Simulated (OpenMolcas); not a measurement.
## As+: the spin-orbit constant, Slater's ratio, worked from levels

```
Program             : OpenMolcas 26.06
Basis               : ANO-R1 [5s4p3d1f]
Scalar Hamiltonian  : X2C, finite nucleus
Active space        : 4 electrons in 4 orbitals (4s 4p)
State averaging     : 2S+1 = 3 even, 3 roots; 2S+1 = 1 even, 6 roots; 2S+1 = 5 odd, 1 root; 2S+1 = 3 odd, 9 roots; 2S+1 = 1 odd, 8 roots
Spin-orbit coupling : RASSI with atomic mean-field integrals over the reference wave functions, term energies averaged over their components
```

Methods: CASSCF; SS-CASPT2, IPEA 0.25 Eh, imaginary shift 0.1 Eh (closed shells correlated: 3d). Measured levels: NIST Handbook of Basic Atomic Spectroscopic Data.

**The spin-orbit constant.** For the Hund term ³P of p2, E(J) = (A/2) J(J+1) + constant and ζ = 2S·A = 2A. From J = 0 to J = 2 the energy changes by 3 A.

```csv
Source,E(2) - E(0),A,ζ
CASSCF,2375.4,791.8,1584
SS-CASPT2,2345.4,781.8,1564
measured,2541.3,847.1,1694
```

All in cm-1. SS-CASPT2 is off by -7.7 % and CASSCF by -6.5 %. Both methods take the spin-orbit matrix elements from the reference wave functions, so the second can move ζ only through the term energies and any multistate remixing. Second-order mixing with other terms is absorbed into this ζ.

**Slater's ratio.** With one set of orbitals, p2 has ¹D - ³P = 6 F2 and ¹S - ¹D = 9 F2 (F2 = F²/25), a ratio of 3/2. Term energies are centres of gravity, weighted by 2J + 1.

| Source | ¹D - ³P | ¹S - ³P | F2 from the first | Ratio |
| --- | --- | --- | --- | --- |
| CASSCF | 10884 | 20523 | 1814 | 0.886 |
| SS-CASPT2 | 9500 | 21884 | 1583 | 1.304 |
| measured | 8329 | 20832 | 1388 | 1.501 |

Energies in cm-1. A ratio away from 3/2 shows effects beyond one configuration with one set of orbitals, and in heavier atoms second-order spin-orbit shifts. In CASSCF the valence s occupation is 1.91 in ¹S against 1.98 in ¹D: mixing out of s² acts most on ¹S and pulls it down.

Term energies are means over components that CASPT2 splits; among the terms shown or strongly mixed into the levels shown the widest spread is 11 cm-1 (4s² 4p² ¹D, SS-CASPT2). Over all roots computed the reference weight is 0.88 to 0.96 in SS-CASPT2; the roots of lowest weight are the least certain, and an intruder state may touch them. Without dynamic correlation excited terms often stand tens of per cent too high (terms of higher spin than the ground term too low), and those without a measured partner can miss by more than the paired ones (holds for CASSCF). Computed and measured levels are paired by configuration, term and J; levels that our copy of the source lacks, or whose pairing is in doubt (as where it misses far off the trend of its configuration), stay unpaired and out of the deviations. Levels of configurations outside the active space are missing.
